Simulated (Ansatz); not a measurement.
Single points on Au₂F₂.

```yaml
crystal:
  periodic: [false, false, false]
  atoms:
    - {symbol: Au, position_ang: [-0.411449, 1.610741, -0.034460]}
    - {symbol: Au, position_ang: [0.411703, -1.610741, 0.034446]}
    - {symbol: F, position_ang: [1.324608, 0.337607, -0.080999]}
    - {symbol: F, position_ang: [-1.324862, -0.337605, 0.081013]}
basis:
  gaussian: {orbitals: def2-TZVP, initial_orbitals: start.molden}
magnetization: {spin_polarized: true, initial_magnetization: 4}
hamiltonian: {xc: pbe, dispersion: d4}
scf: {omitted_lower_state_checks: [starts]}
output: {orbitals: {seedname: orbitals}}
```

The file start.molden holds the orbitals of an earlier run on this structure, at another level or in another basis.

```sh
$ ansatz run in.yaml --threads 4 --pin off --events-out ev --progress --plain --max-ram 3916MiB
```

Output, abridged:

```
Functional definition: PBE
  name "PBE"
  cite "Perdew, Burke & Ernzerhof, Phys. Rev. Lett. 77, 3865 (1996) doi:10.1103/PhysRevLett.77.3865"
  parent pbe
  parameter kappa = 0.804
  parameter beta = 0.06672455060314922
  exchange = pbe_x(kappa = kappa, mu = beta*pi^2/3)
  correlation = pbe_c(beta = beta)
these checks for a lower state are left out or cut short: starts
1028 factors; their error is unknown
mean field evaluation 1: about -12815.8642 eV, gradient 7.4e0 eV
mean field evaluation 2: about -12816.0913 eV, gradient 3.0e-1 eV
mean field evaluation 4: about -12816.0871 eV, gradient 1.0e-1 eV
mean field evaluation 8: about -12816.0871 eV, gradient 2.0e-5 eV
mean field -12816.08707897 eV, -470.9825130962 hartree, gradient 2.0e-5 eV, S^2 6.004019; 0 other end points of the search recorded, 0 dependent functions left out
reference -12816.08712561 eV, -470.9825148103 hartree; 30, 26 occupied and 112, 116 virtual orbitals, 1028 factors
Total energy: -12816.20235268 eV, -470.9867493272 hartree
Checks for a lower state left out: starts
```

Run time 2.3 s (4 threads of Arm Neoverse V2 on a shared host).

As the first input, with `hamiltonian: {xc: {name: BHLYP}, dispersion: d4}` (abridged; 4.9 s):

```
Functional definition: BHLYP
mean field -12809.06464492 eV, -470.7244434048 hartree, gradient 9.1e-6 eV, S^2 6.012564
Total energy: -12809.24532385 eV, -470.7310832332 hartree
Checks for a lower state left out: starts
```

Geometry: PBE0-D4/def2-TZVP.

In the def2 sets Au takes a core potential; there is no spin–orbit coupling. At PBE0-D4/def2-TZVP a singlet of charge 0 lies 4.22 eV below the quintet, each at its own geometry. The structure comes from a short search, and lower isomers may exist.
